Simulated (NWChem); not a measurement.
System: C3H7B; SMILES C(=C)BC

The following NWChem deck was run.

```
start job
memory heap 200 mb stack 900 mb global 1100 mb
geometry units angstroms noautoz
  B     -0.731014     0.636432    -0.056576
  H     -1.834482     1.110574    -0.121290
  C      0.478735     1.638995    -0.023513
  H      1.480587     1.199979     0.034728
  H      0.358173     2.327273     0.826905
  H      0.440949     2.286174    -0.912948
  C     -0.610359    -0.912248    -0.011587
  C      0.561055    -1.570424     0.058655
  H     -1.516052    -1.522021    -0.038056
  H      0.627166    -2.657519     0.088984
  H      1.512269    -1.042420     0.088847
end
basis spherical
  * library cc-pvdz
end
dft
  xc pbe0
  iterations 150
  mulliken
end
task dft energy
```

Excerpt of the output:

```
             Northwest Computational Chemistry Package (NWChem) 7.3.0
             --------------------------------------------------------

 CS  symmetry detected

                             Geometry "geometry" -> ""
                             -------------------------

 Output coordinates in angstroms (scale by  1.889725989 to convert to a.u.)

  No.       Tag          Charge          X              Y              Z
 ---- ---------------- ---------- -------------- -------------- --------------
    1 B                    5.0000    -0.74012551     0.63349692     0.00000000
    2 H                    1.0000    -1.85117616     1.09415401     0.00000000
    3 C                    6.0000     0.45739118     1.65117627     0.00000000
    4 H                    1.0000     1.46620853     1.22441890     0.00000000
    5 H                    1.0000     0.36916352     2.31805404     0.87115231
    6 H                    1.0000     0.36916352     2.31805404    -0.87115231
    7 C                    6.0000    -0.59840939    -0.91405157     0.00000000
    8 C                    6.0000     0.58303486    -1.55789086     0.00000000
    9 H                    1.0000    -1.49676049    -1.53515363     0.00000000
   10 H                    1.0000     0.66389278    -2.64441181     0.00000000
   11 H                    1.0000     1.52803597    -1.01800325     0.00000000

 Effective nuclear repulsion energy (a.u.)      99.6385931429

      Symmetry information
      --------------------

 Group name             Cs
 Group number              2
 Group order               2
 No. of unique centers    10

                                 NWChem DFT Module
                                 -----------------

 Summary of "ao basis" -> "ao basis" (spherical)
 ------------------------------------------------------------------------------
       Tag                 Description            Shells   Functions and Types
 ---------------- ------------------------------  ------  ---------------------
 B                          cc-pvdz                  6       14   3s2p1d
 H                          cc-pvdz                  3        5   2s1p
 C                          cc-pvdz                  6       14   3s2p1d

      Symmetry analysis of basis
      --------------------------

        a'         65
        a"         26

            General Information
            -------------------
          SCF calculation type: DFT
          Wavefunction type:  closed shell.
          No. of atoms     :    11
          No. of electrons :    30
           Alpha electrons :    15
            Beta electrons :    15
          Charge           :     0
          Spin multiplicity:     1
          Use of symmetry is: on ; symmetry adaption is: on
          Maximum number of iterations: 150
          AO basis - number of functions:    91
                     number of shells:    45
          Convergence on energy requested:  1.00D-06
          Convergence on density requested:  1.00D-05
          Convergence on gradient requested:  5.00D-04

              XC Information
              --------------
                         PBE0 Method XC Functional
                     Hartree-Fock (Exact) Exchange  0.250
          PerdewBurkeErnzerhof Exchange Functional  0.750
            Perdew 1991 LDA Correlation Functional  1.000 local
           PerdewBurkeErnz. Correlation Functional  1.000 non-local

             Grid Information
             ----------------
          Grid used for XC integration:  medium
          Radial quadrature: Mura-Knowles
          Angular quadrature: Lebedev.
          Tag              B.-S. Rad. Rad. Pts. Rad. Cut. Ang. Pts.
          ---              ---------- --------- --------- ---------
          B                   0.85       49          10.0       434
          H                   0.35       45          12.0       434
          C                   0.70       49          11.0       434
          Grid pruning is: on
          Number of quadrature shells:   466
          Spatial weights used:  Erf1

      Superposition of Atomic Density Guess
      -------------------------------------

 Sum of atomic energies:        -141.02633804

      Non-variational initial energy
      ------------------------------

 Total energy =    -143.386297
 1-e energy   =    -383.781557
 2-e energy   =     140.756666
 HOMO         =      -0.355229
 LUMO         =      -0.072636

      Symmetry analysis of molecular orbitals - initial
      -------------------------------------------------

  Numbering of irreducible representations:

     1 a'          2 a"

  Orbital symmetries:

     1 a'          2 a'          3 a'          4 a'          5 a'
     6 a'          7 a'          8 a'          9 a'         10 a'
    11 a"         12 a'         13 a'         14 a'         15 a"
    16 a"         17 a"         18 a'         19 a'         20 a'
    21 a"         22 a'         23 a'         24 a'         25 a'

     ---------------------------------------------
      Total Density - Mulliken Population Analysis
     ---------------------------------------------

    Atom       Charge   Shell Charges
 -----------   ------   -------------------------------------------------------
    1 B    5     4.82   2.00  0.70  0.37  1.28  0.35  0.11
    2 H    1     1.07   0.74  0.32  0.01
    3 C    6     6.42   2.00  0.73  0.46  2.12  1.08  0.02
    4 H    1     0.90   0.67  0.20  0.03
    5 H    1     0.87   0.65  0.19  0.03
    6 H    1     0.87   0.65  0.19  0.03
    7 C    6     6.28   2.00  0.75  0.53  2.02  0.93  0.05
    8 C    6     6.01   2.00  0.74  0.46  1.86  0.90  0.05
    9 H    1     0.93   0.68  0.22  0.03
   10 H    1     0.92   0.68  0.20  0.03
   11 H    1     0.91   0.68  0.20  0.03

   convergence    iter        energy       DeltaE   RMS-Dens  Diis-err
 ---------------- ----- ----------------- --------- --------- ---------
 d= 0,ls=0.0,diis     1   -143.1315936951 -2.43D+02  5.93D-03  2.79D-01
 d= 0,ls=0.0,diis     2   -143.1568516119 -2.53D-02  3.17D-03  8.42D-02
 d= 0,ls=0.0,diis     3   -143.1601983432 -3.35D-03  1.59D-03  5.82D-02
 d= 0,ls=0.0,diis     4   -143.1679038939 -7.71D-03  3.25D-04  2.21D-03
 d= 0,ls=0.0,diis     5   -143.1682036084 -3.00D-04  5.83D-05  5.83D-05
  Resetting Diis
 d= 0,ls=0.0,diis     6   -143.1682116349 -8.03D-06  1.15D-05  1.37D-06
 d= 0,ls=0.0,diis     7   -143.1682118151 -1.80D-07  6.59D-06  2.19D-07

         Total DFT energy =     -143.168211815136
      One electron energy =     -387.949928020033
           Coulomb energy =      167.864899040590
    Exchange-Corr. energy =      -22.721775978636
 Nuclear repulsion energy =       99.638593142944

 Numeric. integr. density =       29.999947086659

                  Occupations of the irreducible representations
                  ----------------------------------------------

                     irrep           alpha         beta
                     --------     --------     --------
                     a'               13.0         13.0
                     a"                2.0          2.0

                       DFT Final Molecular Orbital Analysis
                       ------------------------------------

 Vector   13  Occ=2.000000D+00  E=-3.230203D-01  Symmetry=a'
              MO Center= -2.3D-01,  8.1D-02,  3.6D-16, r^2= 3.3D+00
   Bfn.  Coefficient  Atom+Function         Bfn.  Coefficient  Atom+Function
  ----- ------------  ---------------      ----- ------------  ---------------
     5      0.339174   1 B  py               53     -0.316004   7 C  py
    24     -0.255199   3 C  py               77      0.223769   9 H  s
    23     -0.169967   3 C  px               78      0.160992   9 H  s
    82     -0.145871  10 H  s                87      0.133529  11 H  s
    27     -0.128611   3 C  py                4      0.127957   1 B  px

 Vector   14  Occ=2.000000D+00  E=-3.189229D-01  Symmetry=a'
              MO Center= -7.4D-01,  7.5D-01,  2.8D-16, r^2= 2.7D+00
   Bfn.  Coefficient  Atom+Function         Bfn.  Coefficient  Atom+Function
  ----- ------------  ---------------      ----- ------------  ---------------
     4      0.356740   1 B  px               15     -0.346368   2 H  s
    23     -0.239021   3 C  px               16     -0.225111   2 H  s
    34     -0.183623   4 H  s                53      0.162022   7 C  py
    35     -0.131608   4 H  s                 5     -0.122115   1 B  py
    67     -0.101800   8 C  py               66      0.098455   8 C  px

 Vector   15  Occ=2.000000D+00  E=-2.976460D-01  Symmetry=a"
              MO Center= -5.0D-02, -1.1D+00, -5.2D-17, r^2= 1.8D+00
   Bfn.  Coefficient  Atom+Function         Bfn.  Coefficient  Atom+Function
  ----- ------------  ---------------      ----- ------------  ---------------
    54      0.391609   7 C  pz               68      0.384418   8 C  pz
    71      0.259801   8 C  pz               57      0.249828   7 C  pz
     6      0.115686   1 B  pz               25     -0.065086   3 C  pz
    39     -0.059931   5 H  s                44      0.059931   6 H  s
     9      0.059330   1 B  pz               40     -0.044831   5 H  s

 Vector   16  Occ=0.000000D+00  E=-5.965933D-02  Symmetry=a"
              MO Center= -2.5D-01, -2.9D-01,  6.5D-16, r^2= 3.3D+00
   Bfn.  Coefficient  Atom+Function         Bfn.  Coefficient  Atom+Function
  ----- ------------  ---------------      ----- ------------  ---------------
    71     -0.429959   8 C  pz                6      0.409424   1 B  pz
     9      0.411378   1 B  pz               68     -0.367903   8 C  pz
    57      0.198498   7 C  pz               54      0.171717   7 C  pz
    40     -0.132953   5 H  s                45      0.132953   6 H  s
    39     -0.088045   5 H  s                44      0.088045   6 H  s

 Vector   17  Occ=0.000000D+00  E= 6.954040D-02  Symmetry=a"
              MO Center= -3.7D-01, -2.6D-01,  1.1D-15, r^2= 3.6D+00
   Bfn.  Coefficient  Atom+Function         Bfn.  Coefficient  Atom+Function
  ----- ------------  ---------------      ----- ------------  ---------------
    57      0.725918   7 C  pz                9     -0.643810   1 B  pz
    71     -0.481056   8 C  pz               54      0.427216   7 C  pz
     6     -0.339674   1 B  pz               40      0.273862   5 H  s
    45     -0.273862   6 H  s                68     -0.234054   8 C  pz
    39      0.108245   5 H  s                44     -0.108245   6 H  s

 Vector   18  Occ=0.000000D+00  E= 8.156000D-02  Symmetry=a'
              MO Center=  9.2D-01,  1.5D-01, -1.3D-15, r^2= 7.4D+00
   Bfn.  Coefficient  Atom+Function         Bfn.  Coefficient  Atom+Function
  ----- ------------  ---------------      ----- ------------  ---------------
    22      1.391650   3 C  s                65      1.177701   8 C  s
    88     -0.792367  11 H  s                83     -0.735519  10 H  s
    35     -0.678480   4 H  s                40     -0.621047   5 H  s
    45     -0.621047   6 H  s                78     -0.377208   9 H  s
    69      0.347558   8 C  px               55     -0.257647   7 C  px

     ---------------------------------------------
      Total Density - Mulliken Population Analysis
     ---------------------------------------------

    Atom       Charge   Shell Charges
 -----------   ------   -------------------------------------------------------
    1 B    5     4.97   2.01  0.62  0.31  1.53  0.39  0.11
    2 H    1     1.04   0.75  0.28  0.01
    3 C    6     6.14   2.01  0.64  0.43  2.11  0.91  0.03
    4 H    1     0.97   0.74  0.20  0.03
    5 H    1     0.94   0.73  0.18  0.03
    6 H    1     0.94   0.73  0.18  0.03
    7 C    6     6.08   2.01  0.66  0.51  2.05  0.80  0.05
    8 C    6     6.02   2.01  0.68  0.42  2.01  0.86  0.05
    9 H    1     0.99   0.75  0.20  0.03
   10 H    1     0.95   0.75  0.18  0.03
   11 H    1     0.95   0.74  0.17  0.03

     -------------------------------------------
      Total Density - Lowdin Population Analysis
     -------------------------------------------

    Atom       Charge   Shell Charges
 -----------   ------   -------------------------------------------------------
    1 B    5     5.10   1.87  0.55  0.33  1.38  0.67  0.30
    2 H    1     1.03   0.63  0.36  0.04
    3 C    6     6.11   1.87  0.54  0.38  1.88  1.33  0.11
    4 H    1     0.97   0.61  0.27  0.08
    5 H    1     0.94   0.60  0.26  0.08
    6 H    1     0.94   0.60  0.26  0.08
    7 C    6     6.05   1.87  0.58  0.39  1.83  1.23  0.15
    8 C    6     5.97   1.87  0.59  0.39  1.79  1.18  0.15
    9 H    1     0.96   0.61  0.26  0.08
   10 H    1     0.97   0.62  0.27  0.08
   11 H    1     0.97   0.62  0.27  0.08

     Multipole analysis of the density
     ---------------------------------

     L   x y z        total         alpha         beta         nuclear
     -   - - -        -----         -----         ----         -------
     0   0 0 0     -0.000000    -15.000000    -15.000000     30.000000

     1   1 0 0      0.312471      0.156236      0.156236      0.000000
     1   0 1 0     -0.221406     -0.110703     -0.110703     -0.000000
     1   0 0 1      0.000000      0.000000      0.000000      0.000000

     2   2 0 0    -19.903125    -43.961367    -43.961367     68.019609
     2   1 1 0      0.141403     -0.798796     -0.798796      1.738995
     2   1 0 1      0.000000      0.000000      0.000000      0.000000
     2   0 2 0    -18.204349   -119.392782   -119.392782    220.581215
     2   0 1 1     -0.000000     -0.000000     -0.000000      0.000000
     2   0 0 2    -20.020706    -12.720456    -12.720456      5.420207
```

Level: PBE0/cc-pVDZ. The geometry was optimised at B3LYP/6-31G* (spherical d).
